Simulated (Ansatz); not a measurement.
Input file for Ansatz (a program for electronic structure): R-CCSD(T)/aug-cc-pVDZ on GaH5O (a complex), monomers drawn apart or pushed together. The run froze 15 orbitals, filled d shells among them.

Ansatz 0.2 input:
```yaml
crystal:
  periodic: [false, false, false]
  atoms:
    - {symbol: Ga, position_ang: [0.39670289, -0.37607595, 0.68515695]}
    - {symbol: H, position_ang: [1.88289631, -0.09762483, 1.12264838]}
    - {symbol: H, position_ang: [-0.22924294, -1.81109929, 0.85260488]}
    - {symbol: H, position_ang: [-0.28718893, 0.62612580, -0.33037689]}
    - {symbol: O, position_ang: [-0.44657565, 0.39308325, 2.33172916]}
    - {symbol: H, position_ang: [-1.40830718, 0.32072730, 2.29322330]}
    - {symbol: H, position_ang: [-0.24182793, 1.33195852, 2.42251263]}
basis:
  gaussian:
    orbitals: aug-cc-pVDZ
magnetization: {spin_polarized: false}
correlation: {method: ccsd_t, electrons: outside_noble_gas}
scf: {lower_state_search: off}
```

Predict the final total energy.

-2001.3225 hartree (reference determinant -2000.9807, T1 diagnostic 0.010).

How many basis functions does it have, and what does it roughly cost on one machine?

104 functions; around 6 core-seconds (rough).
